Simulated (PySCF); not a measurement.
## A ladder of Hamiltonians for Pb⁶⁴⁺ (lead, charge +64)

Occupied: 1s1/2, 2s1/2, 2p1/2, 2p3/2, 3s1/2, 3p1/2, 3p3/2. Hartree-Fock calculated with PySCF 2.14 in an even-tempered Gaussian basis (19 s from 9.4 bohr⁻², ratio 2.3; 17 p from 11 bohr⁻², ratio 2.3), Gaussian nucleus throughout. NR is non-relativistic, sf-X2C the spin-free one-electron X2C Hamiltonian, X2C adds the bare one-electron spin-orbit term, X2C-SNSO screens it by Boettger's factors, DC is four-component Dirac-Coulomb, and the Gaunt term is added at first order (total energies over the DC spinors, levels after relaxing the spinors in that mean field). QED terms are absent. Levels marked empty are virtual spinors of this ion; the basis has s and p functions only, so 3d, which can lie below the n = 4 levels, is absent.

| level (eV) | NR | sf-X2C | X2C | X2C-SNSO |
| --- | --- | --- | --- | --- |
| 1s1/2 | -84593.3 | -93611.3 | -93573.4 | -93575.4 |
| 2s1/2 | -18377.3 | -20935.4 | -20924.2 | -20924.8 |
| 2p1/2 | -17905.0 | -18697.1 | -20359.4 | -20309.3 |
| 2p3/2 | -17905.0 | -18697.1 | -18063.7 | -18078.3 |
| 3s1/2 | -7428.5 | -8206.0 | -8202.7 | -8202.9 |
| 3p1/2 | -7224.7 | -7533.0 | -7962.9 | -7950.1 |
| 3p3/2 | -7224.7 | -7533.0 | -7365.3 | -7369.2 |
| 4s1/2 (empty) | -3888.2 | -4199.5 | -4198.7 | -4198.8 |
| 4p1/2 (empty) | -3807.2 | -3944.5 | -4105.6 | -4100.8 |
| 4p3/2 (empty) | -3807.2 | -3944.5 | -3881.4 | -3882.8 |

Q: Where do the four-component calculations put these levels?

A: 1s1/2: DC -93703.0, DC+Gaunt -93347.7; 2s1/2: DC -20944.0, DC+Gaunt -20902.6; 2p1/2: DC -20322.6, DC+Gaunt -20255.8; 2p3/2: DC -18092.4, DC+Gaunt -18049.0; 3s1/2: DC -8207.6, DC+Gaunt -8197.5; 3p1/2: DC -7953.6, DC+Gaunt -7937.1; 3p3/2: DC -7372.4, DC+Gaunt -7361.4; 4s1/2 (empty): DC -4200.4, DC+Gaunt -4196.5; 4p1/2 (empty): DC -4102.1, DC+Gaunt -4095.9; 4p3/2 (empty): DC -3883.9, DC+Gaunt -3879.7 (eV).

```tsv
Hamiltonian	E (hartree)	E − E(DC) (hartree)	CPU seconds
NR	-15017.0977	1338.5012	0.84
sf-X2C	-16309.9759	45.6231	0.65
X2C	-16348.6332	6.9657	0.65
X2C-SNSO	-16346.5836	9.0153	0.65
DC	-16355.5989	0.0000	35
DC+Gaunt	-16331.9692	23.6297	59
```

Weight of the small component: 1s1/2 0.0978, 2s1/2 0.0230, 2p1/2 0.0229, 2p3/2 0.0203, 3s1/2 0.00875, 3p1/2 0.00864, 3p3/2 0.00795, 4s1/2 0.00431, 4p1/2 0.00428, 4p3/2 0.00400.

Koopmans' value for the highest occupied level at DC+Gaunt: 7361.4 eV, against an ionisation energy of 7362 ± 24 eV (theoretical estimate listed by NIST; NIST Atomic Spectra Database, ionization energies); the former lacks relaxation, correlation, QED and recoil.

The whole ladder took 110 s of wall time on 1 thread of Neoverse-N1 (shared host), launched as `OMP_NUM_THREADS=1 python relrun2.py TASK.json OUT` (a driver that calls PySCF for each Hamiltonian).
